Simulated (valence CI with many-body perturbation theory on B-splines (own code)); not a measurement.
# E1 line list for Sc

Level of theory: relativistic CI+MBPT: three valence electrons over a frozen Dirac-Fock core [Ar], a basis of 7 s, 7 p, 8 d, 6 f, 4 g, 1 h functions for each j, with the one-electron correlation potential Σ1 (screened to all orders), the two-electron term Σ2, the three-electron term Σ3, Breit, model QED; selected single and double excitations, second order for the rest, scaled by the run's own slope (own B-spline code, finite nucleus).

Set against measurement, 36 paired levels are off by 313 cm⁻¹ on average, the worst by 843. These come from a selection out of the NIST Handbook of Basic Atomic Spectroscopic Data. Levels without a partner in it may be off by more, other configurations by 1,000 to 4,000 cm⁻¹.

Lines 101 to 150 of 497 in falling wavelength, among levels below 44231 cm⁻¹, chosen from the strongest by gf and those to the six lowest levels. Wavelengths and rates use the calculated energies, so an error of 300 cm⁻¹ moves a line at 917.7 nm by 2.8 % and its rate by three times that or more. Electric multipoles are in the length gauge, E1 and E2 with the static RPA response of the core. Weak lines are less certain than strong ones. Lines between different terms over intervals too small for the method are left out, as are lines whose strength nearly cancels and 15 of this kind that miss the measured wavelength by over 7 %. Where a level lies close to another of its J and parity, the split of strength between their lines is uncertain. The highest levels of a list are the least certain.

Names give the largest LS component (configuration and term), which can be under half, so a name can repeat, a term be missing and a line seem to break the LS rules; names also repeat where a configuration has a term twice. Letters in brackets count levels of one name in rising energy.

```tsv
λ vac (nm)	Upper	Lower	A (s⁻¹)	log gf	Branch %
1090	3d²5s ²F_5/2	3d²4p ²G°_7/2 [a]	4.43e+06	-0.32	7.7
1086	3d4s4d ²P_3/2 [a]	3d4s4p ²P°_1/2 [c]	2.52e+06	-0.75	3.8
1085	3d4s4d ²P_1/2 [a]	3d4s4p ²P°_1/2 [c]	6.46e+06	-0.64	9.4
1081	3d4s4d ²D_3/2 [a]	3d4s4p ²P°_3/2 [c]	1.88e+06	-0.88	4.5
1073	3d4s4d ²D_5/2 [a]	3d4s4p ²P°_3/2 [c]	2.01e+06	-0.68	6.4
1070	3d4s4d ⁴G_11/2	3d²4p ⁴F°_9/2	9.60e+05	-0.70	0.7
1070	3d4s4d ⁴G_9/2	3d²4p ⁴F°_7/2	8.27e+05	-0.85	0.6
1054	3d4s4d ⁴F_5/2	3d²4p ⁴D°_5/2 [a]	1.28e+06	-0.89	2.3
1051	3d4s4d ⁴F_3/2	3d²4p ⁴D°_1/2 [a]	3.82e+06	-0.60	6.7
1049	3d4s4d ⁴F_5/2	3d²4p ⁴D°_3/2 [a]	4.04e+06	-0.40	7.2
1048	3d4s4d ⁴F_7/2	3d²4p ⁴D°_5/2 [a]	4.67e+06	-0.21	8.4
1047	3d4s4d ⁴F_9/2	3d²4p ⁴D°_7/2 [a]	5.56e+06	-0.04	10.1
1036	3d²5s ⁴F_9/2	3d²4p ⁴F°_9/2	5.08e+06	-0.09	5.9
1035	3d²5s ⁴F_7/2	3d²4p ⁴F°_7/2	4.15e+06	-0.27	4.9
1035	3d²5s ⁴F_3/2	3d²4p ⁴F°_3/2	4.55e+06	-0.53	5.4
1035	3d²5s ⁴F_5/2	3d²4p ⁴F°_5/2	3.75e+06	-0.44	4.4
1007	3d4s4d ²P_3/2 [b]	3d²4p ²D°_5/2 [a]	5.66e+06	-0.46	6.2
997.7	3d4s4d ²P_1/2 [b]	3d²4p ²D°_3/2 [a]	6.39e+06	-0.72	7.2
994.1	3d4s4d ²F_7/2 [b]	3d²4p ²D°_5/2 [a]	3.13e+06	-0.43	5.2
989.9	3d4s4d ²F_5/2 [b]	3d²4p ²D°_3/2 [a]	2.87e+06	-0.60	4.5
975.7	3d4s4d ²S_1/2 [a]	3d4s4p ²P°_3/2 [c]	6.48e+06	-0.73	19.1
968.9	3d³ ²G_9/2	3d4s4p ²F°_7/2 [b]	2.05e+06	-0.54	82.0
968.7	3d4s5s ²D_5/2 [a]	3d4s4p ²F°_7/2 [b]	5.67e+06	-0.32	8.5
962.9	3d³ ²G_7/2	3d4s4p ²F°_5/2 [b]	2.01e+06	-0.65	80.4
959.3	3d4s5s ²D_3/2 [a]	3d4s4p ²F°_5/2 [b]	6.84e+06	-0.42	10.8
952.3	3d4s4d ²F_7/2 [b]	3d²4p ²F°_7/2 [a]	1.23e+06	-0.87	2.0
917.7	3d4s4p ²F°_5/2 [b]	3d²4s ²F_5/2	1.93e+06	-0.84	1.1
915.9	3d4s4p ²F°_7/2 [b]	3d²4s ²F_7/2	1.95e+06	-0.71	1.2
909.0	3d4s4d ⁴F_9/2	3d²4p ⁴F°_9/2	5.68e+06	-0.15	10.3
908.0	3d4s4d ⁴F_7/2	3d²4p ⁴F°_7/2	4.64e+06	-0.34	8.3
907.2	3d4s4d ⁴F_5/2	3d²4p ⁴F°_5/2	4.10e+06	-0.52	7.3
906.6	3d4s4d ⁴F_3/2	3d²4p ⁴F°_3/2	4.76e+06	-0.63	8.4
905.1	3d4s5s ²D_5/2 [a]	3d4s4p ²D°_5/2 [b]	4.16e+06	-0.51	6.2
896.0	3d4s5s ²D_3/2 [a]	3d4s4p ²D°_3/2 [b]	4.94e+06	-0.62	7.8
853.7	3d²5s ⁴F_9/2	3d²4p ⁴G°_11/2	1.06e+07	0.06	12.3
850.3	3d²5s ⁴F_7/2	3d²4p ⁴G°_9/2	1.01e+07	-0.06	11.8
847.6	3d²5s ⁴F_5/2	3d²4p ⁴G°_7/2	1.01e+07	-0.18	11.9
845.6	3d²5s ⁴F_3/2	3d²4p ⁴G°_5/2	1.16e+07	-0.31	13.7
820.4	3d4s5s ²D_5/2 [b]	3d4s4p ²F°_7/2 [b]	6.25e+06	-0.42	11.7
816.0	3d4s5s ²D_3/2 [b]	3d4s4p ²F°_5/2 [b]	5.49e+06	-0.66	9.7
808.0	3d²4p ²G°_7/2 [a]	3d²4s ²G_7/2	3.50e+06	-0.56	7.5
801.6	3d²4p ²G°_9/2 [a]	3d²4s ²G_9/2	3.67e+06	-0.45	7.9
781.8	3d²4p ²D°_3/2 [a]	3d²4s ²P_1/2	4.67e+06	-0.77	3.2
778.4	3d²4p ²D°_5/2 [a]	3d²4s ²P_3/2	5.77e+06	-0.50	4.0
774.6	3d4s5s ²D_3/2 [b]	3d4s4p ²P°_1/2 [b]	6.28e+06	-0.65	11.1
774.4	3d4s5s ²D_5/2 [b]	3d4s4p ²D°_5/2 [b]	5.97e+06	-0.49	11.2
771.0	3d4s5s ²D_5/2 [b]	3d4s4p ²P°_3/2 [b]	6.92e+06	-0.43	13.0
769.8	3d4s5s ²D_3/2 [b]	3d4s4p ²D°_3/2 [b]	5.12e+06	-0.74	9.0
765.4	3d4s4d ⁴F_9/2	3d²4p ⁴G°_11/2	6.42e+06	-0.25	11.6
762.5	3d4s4d ⁴F_7/2	3d²4p ⁴G°_9/2	5.98e+06	-0.38	10.7
```
